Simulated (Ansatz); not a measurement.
`C#C[SiH2]S[SiH3]` + H₂ → `C#C[SiH3]` + `[SiH3]S`  (hydrogenolysis of the Si–S bond)

Program: Ansatz. Geometries: PBE0-D4/def2-TZVP. ΔE: electronic, gas phase. CCSD(T)/CBS is the MP2 limit (def2-TZVPP, def2-QZVPP) plus CCSD(T) − MP2 in def2-TZVPP, frozen cores. This one scheme is used for every species. DFT in def2-TZVPP. Each species was taken in one conformer, which may not be the lowest.

`C#C[SiH2]S[SiH3]`:

Cartesian coordinates in Å:
```
C -1.231 1.945 1.012
C -0.171 1.414 0.792
Si 1.401 0.568 0.429
S 1.142 -1.547 0.446
Si -0.533 -1.646 -0.884
H -2.166 2.418 1.210
H 1.875 1.032 -0.897
H 2.399 0.879 1.478
H -1.808 -1.401 -0.167
H -0.532 -3.017 -1.449
H -0.376 -0.645 -1.970
```

H₂:

Z-matrix (Å, degrees):
```
H
H 1 0.746
```

`C#C[SiH3]`:

Cartesian coordinates in Å:
```
C -0.980 0.324 1.667
C -0.378 0.125 0.642
Si 0.534 -0.176 -0.908
H -1.513 0.500 2.574
H 1.178 -1.511 -0.847
H -0.412 -0.132 -2.050
H 1.571 0.870 -1.078
```

`[SiH3]S`:

Cartesian coordinates in Å:
```
Si -0.269 -0.440 0.113
S 0.907 1.300 0.509
H -1.573 -0.089 -0.507
H -0.491 -1.059 1.441
H 0.443 -1.391 -0.778
H 0.982 1.679 -0.778
```

CCSD(T)/CBS gives +47.9 kJ/mol.

Another level gave +35.0 kJ/mol. Which?
A. HF/def2-TZVPP
B. CCSD/def2-TZVPP
C. PBE/def2-TZVPP
D. ωB97M-V/def2-TZVPP

B. CCSD/def2-TZVPP 35.0, ωB97M-V 44.9, HF/def2-TZVPP 14.5, PBE 39.3 kJ/mol.

Largest T1 diagnostic among the species: 0.013.

In def2-TZVPP, CCSD(T) changes the Hartree–Fock value by +27.3 kJ/mol (the triples alone add +6.8 kJ/mol) and MP2 by +40.3 kJ/mol. The D4 term adds +18.7 kJ/mol with B3LYP and +10.4 kJ/mol with PBE0; it sums over pairs of atoms, weighted by their polarisabilities, and B3LYP, whose exchange is more repulsive, gets the larger term.

B3LYP here is the variant with VWN-RPA as its local correlation; programs differ in this.
